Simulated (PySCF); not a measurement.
**Choosing a basis for TDDFT**

Compound: AlBrClF.
SMILES: `[F][Al]([Cl])[Br]`

TDDFT with PBE0 (PySCF), vertical singlets, core orbitals frozen in the response, spherical d and f functions. Geometry: PBE0-D3(BJ)/def2-SVP; no solvent, vibrations or thermal averaging. Relativistic effects, spin–orbit coupling among them, are left out although an element past zinc is present.

**Question.** Compare 6-31G*, def2-SVP, aug-cc-pVDZ, def2-SVPD, def2-TZVP, def2-TZVPD and aug-cc-pVTZ for this molecule.

**Answer.** 

| basis | functions | diffuse | S1 (eV) | S2 (eV) | S3 (eV) | S4 (eV) | S5 (eV) | LUMO (eV) | α (au) |
| --- | --- | --- | --- | --- | --- | --- | --- | --- | --- |
| 6-31G* | 82 | no | 6.23 | 6.42 | 6.74 | 7.03 | 7.17 | -1.50 | 42.1 |
| def2-SVP | 82 | no | 6.35 | 6.54 | 6.76 | 7.12 | 7.27 | -1.29 | 40.2 |
| aug-cc-pVDZ | 113 | yes | 6.16 | 6.33 | 6.61 | 6.95 | 7.10 | -1.70 | 55.5 |
| def2-SVPD | 115 | yes | 6.19 | 6.38 | 6.65 | 7.03 | 7.18 | -1.68 | 56.1 |
| def2-TZVP | 153 | no | 6.29 | 6.46 | 6.71 | 7.07 | 7.22 | -1.46 | 51.0 |
| def2-TZVPD | 186 | yes | 6.19 | 6.36 | 6.68 | 6.99 | 7.13 | -1.65 | 56.7 |
| aug-cc-pVTZ | 205 | yes | 6.20 | 6.37 | 6.68 | 7.00 | 7.14 | -1.63 | 56.6 |

States are compared by their number. Against the largest diffuse basis here (aug-cc-pVTZ, itself not a converged limit), sets without diffuse functions differ by up to 0.15 eV in S1 and 0.13 eV in S5; the smaller diffuse sets differ by up to 0.04 and 0.04 eV. State by state, the largest deviation of a set without diffuse functions is S1 0.15, S2 0.17, S3 0.08, S4 0.13, S5 0.13 eV. The same number needn't mean the same state in each row. Against aug-cc-pVTZ the polarisability deviates by -26% in 6-31G*, -29% in def2-SVP, -2% in aug-cc-pVDZ, -1% in def2-SVPD, -10% in def2-TZVP, 0% in def2-TZVPD.
